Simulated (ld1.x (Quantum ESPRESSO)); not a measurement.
## manganese (Mn): variants of one PAW potential

Base potential:

manganese, PAW, made with ld1.x (Quantum ESPRESSO) 7.5 (PBE, scalar-relativistic). Core [Ne], reference 3s2 3p6 3d5 4s2 4p0. Waves: 3s (bound): rcut 1.15, rcutus 1.35 bohr; 4s (bound): rcut 1.15, rcutus 1.35 bohr; 3p (bound): rcut 1.65, rcutus 2.05 bohr; 4p (bound, empty): rcut 1.65, rcutus 2.05 bohr; 3d (bound): rcut 1.10, rcutus 1.40 bohr; 3d channel at 1.9 Ry: rcut 1.10, rcutus 1.40 bohr. Local part: all-electron potential smoothed inside 1.35 bohr (lloc = -1). Core correction: Bessel-smoothed model core inside 1.15 bohr. Augmentation charge: PSQ, inside the norm-conserving radii.

Cutoffs, loose and tight: the cutoffs (Ry, on a coarse ladder) from which the occupation-weighted sum of valence levels, in a spherical-Bessel basis at the reference potential, stays within 10 and 1 mRy of its value at 400 Ry. They do not see the model core or the augmentation charge, which bear on the density cutoff. Test errors are all-electron minus pseudo excitation energies from the reference, over the configurations 3s2 3p6 3d5 4s1 4p0; 3s2 3p6 3d5 4s0 4p0; 3s2 3p6 3d4 4s0 4p0; 3s2 3p6 3d5 4s0 4p2; 3s2 3p6 3d6 4s1 4p0; 3s2 3p6 3d5 4s1.5 4p0; 3s2 3p6 3d4 4s2 4p1. A dash means not determined; rows that change the core or the reference have their own tests.

| change | outcome | cutoff, loose | cutoff, tight | bound ghosts | largest test error (meV) |
| --- | --- | --- | --- | --- | --- |
| base | generated | 55 Ry | 90 Ry | none | -6.2 |
| wave 3d channel at 1.9 Ry: rcut 1.10, rcutus 1.40 bohr becomes 3d channel at -0.37 Ry: rcut 1.10, rcutus 1.40 bohr | generated | 55 Ry | 90 Ry | none | -6.7 |
| wave 3d channel at 1.9 Ry: rcut 1.10, rcutus 1.40 bohr becomes 3d channel at -0.29 Ry: rcut 1.10, rcutus 1.40 bohr | generated | 55 Ry | 90 Ry | none | -7.3 |
| wave 3d channel at 1.9 Ry: rcut 1.10, rcutus 1.40 bohr becomes 3d channel at -0.13 Ry: rcut 1.10, rcutus 1.40 bohr | generated | 55 Ry | 90 Ry | none | -7.0 |
| wave 3d channel at 1.9 Ry: rcut 1.10, rcutus 1.40 bohr becomes 3d channel at 0.3 Ry: rcut 1.10, rcutus 1.40 bohr | generated | 55 Ry | 90 Ry | none | -6.3 |
| wave 3d channel at 1.9 Ry: rcut 1.10, rcutus 1.40 bohr becomes 3d channel at 0.53 Ry: rcut 1.10, rcutus 1.40 bohr | generated | 55 Ry | 90 Ry | none | -6.4 |
| wave 3d channel at 1.9 Ry: rcut 1.10, rcutus 1.40 bohr becomes 3d channel at 1.26 Ry: rcut 1.10, rcutus 1.40 bohr | generated | 55 Ry | 90 Ry | none | -6.6 |
| wave 3d channel at 1.9 Ry: rcut 1.10, rcutus 1.40 bohr becomes 3d channel at 2.73 Ry: rcut 1.10, rcutus 1.40 bohr | generated | 55 Ry | 90 Ry | none | -6.7 |
| wave 3d channel at 1.9 Ry: rcut 1.10, rcutus 1.40 bohr becomes 3d channel at 4.71 Ry: rcut 1.10, rcutus 1.40 bohr | generated | 55 Ry | 90 Ry | none | -5.9 |
